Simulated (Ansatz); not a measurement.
The same path of FGeH3O2 + H2O (10 atoms, charge 0, multiplicity 1) was run 3 times with different band settings. Lost on the way: Ge1–F2, O8–H10. Made: Ge1–O8, F2–H10.

Level of theory: RKS B3LYP/def2-SVP in Ansatz.

Relaxed end points:

```xyz
10
Properties=species:S:1:pos:R:3
Ge -0.096 -0.018 0.007
F -0.358 -0.225 1.735
O 1.635 -0.220 -0.375
H 1.774 -1.102 -0.752
H -0.809 1.180 -0.594
O -0.817 -1.520 -0.628
H -1.141 -2.091 0.083
O 1.183 1.899 1.119
H 1.995 1.457 0.818
H 1.042 1.551 2.013
```

```xyz
10
Properties=species:S:1:pos:R:3
Ge 0.237 0.341 -0.554
F -0.034 -0.520 2.597
O 1.762 -0.285 -1.206
H 1.977 -1.166 -0.867
H -0.389 1.252 -1.604
O -0.842 -0.918 0.019
H -0.748 -1.032 0.988
O 0.648 1.273 0.959
H 1.522 1.687 0.932
H 0.275 0.278 2.163
```

Common settings: spring 5.0 eV/Å²; optimiser quadratic models (default); start path through a guess of the saddle point; force threshold 0.05 eV/Å; end points relaxed.

| run | movable images | climbing image | iteration limit |
| --- | --- | --- | --- |
| 1 | 5 | yes | 60 |
| 2 | 8 | no | 60 |
| 3 | 5 | yes | 10 |

(1) What does each run give, and how far can it be trusted?

Answers

(1) Run 1: converged after 17 iterations, highest image 0.786 eV above the first end. A vibrational analysis at the climbing image gives one clearly imaginary mode, 427i cm⁻¹: a first-order saddle point.
Run 2: converged after 15 iterations, highest image 0.634 eV above the first end. No image climbed, so the highest image needn't sit at the top of the path.
Run 3: not converged after 10 iterations, highest image 0.848 eV above the first end. The band didn't meet its force threshold, so its energies are provisional: the largest band force was still 0.32 eV/Å, and over the last iterations the top moved between 0.85 and 0.92 eV.
The orbitals stay closed-shell, which can raise the energy where a bond breaks towards radicals; this wasn't checked here.
